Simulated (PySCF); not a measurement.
**Which determinant of KB lies lowest?**

Unrestricted PBE0; K def2-SVPD, B def2-SVPD; no relativity (PySCF 2.14). Outer shells of the fragments: K 4s1; B 2s2 2p1.

Followed along the bond (rough minima from three points):

| 2Ms+1 | unpaired | ⟨S²⟩ at the start | R at minimum (Å) | Te (eV) |
| --- | --- | --- | --- | --- |
| 3 | σ ↑, π ↑ | 2.00 | 2.88 | 0.00 |
| 1 | σ ↓, π ↑ | 1.01 | 2.91 | 0.23 |
| 3 | π ↑↑ | 2.01 | 2.60 | 0.29 |
| 1 | π ↑↓ | 1.01 | 2.61 | 0.52 |
| 1 | none | 0.00 | 3.17 | 0.59 |

Solutions found at the starting distance of 2.760 Å, counted from the lowest of them; the search is not exhaustive and high or unbound solutions are not listed, so other states can lie among these:

```csv
2Ms+1,unpaired,term,E (eV),⟨S²⟩,⟨Lz²⟩,μ (D)
3,"σ ↑, π ↑",³Π,0.00,2.00,1.01,-7.55
1,"σ ↓, π ↑",mixed,0.23,1.01,1.01,-7.02
3,π ↑↑,³Σ⁻,0.31,2.01,0.00,-9.30
1,π ↑↓,mixed,0.54,1.01,2.02,-9.13
1,none,¹Σ⁺,0.78,0.00,0.00,-5.53
3,σ ↑↑,³Σ⁺,1.38,2.00,0.00,3.72
```

A term symbol is given only where ⟨S²⟩ and ⟨Lz²⟩ are close to those of a pure state; real π, δ and φ orbitals otherwise mix terms. A positive dipole means K(−)B(+).

Counting both spins, an empty level lies below a filled one in some of these solutions, because spin and occupation are held.
